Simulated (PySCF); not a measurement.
**Computed properties of In(Cl)2(vinyl) (C2H3Cl2In), SMILES C=[CH][In]([Cl])[Cl]**

C₂H₃Cl₂In, SMILES C=[CH][In]([Cl])[Cl]. The structure is a stationary point at B3LYP-D3(BJ)/def2-SVP. The structure was generated by enumeration; whether it is a known compound was not checked. The def2 effective core potentials stand for the cores of In; spin–orbit coupling is left out. Other conformers were not sampled. All values are computed for the isolated molecule unless a solvent is named; none is compared with measurement here.

**Structure.** The optimised structure has Cs symmetry. All 18 harmonic modes at B3LYP-D3(BJ)/def2-SVP (PySCF) are real, so it is a minimum. With heavy atoms numbered as in [In:1]([Cl:2])([Cl:3])[CH:4]=[CH2:5], the shortest bond between them is C4–C5 at 1.338 Å and the longest In1–Cl3 at 2.365 Å.

**Vibrations.** The strongest infrared lines (harmonic, unscaled, degenerate partners summed) lie at 372 cm⁻¹ (65 km/mol, Cl 69 %, In 30 %), 1231 cm⁻¹ (38 km/mol, H 73 %, C 27 %), 461 cm⁻¹ (30 km/mol, H 71 %, C 28 %). The softest mode is at 59 cm⁻¹ and the zero-point energy is 27.3 kcal/mol.

**Electronic structure.** ωB97X/def2-TZVP (PySCF) places the frontier levels at -10.87 and -0.18 eV, a gap of 10.69 eV, and gives a dipole moment of 3.90 D and a mean polarisability of 82.5 bohr³. PBE/def2-TZVP (PySCF) at the same geometry gives -7.27 and -2.81 eV, so its gap is 6.23 eV narrower. An orbital gap is neither the optical nor the fundamental gap.

**Excitations.** TDDFT-B3LYP/def2-SVPD (PySCF) has S1 at 5.07 eV (245 nm, f = 0.001, dark); the most intense of the 10 singlets computed lies at 5.26 eV (f = 0.07). T1 (TDA) is at 4.15 eV. TDDFT-PBE/def2-SVPD (PySCF) puts S1 at 4.58 eV. No vertical singlet excitation falls in the visible range (under 3.1 eV).
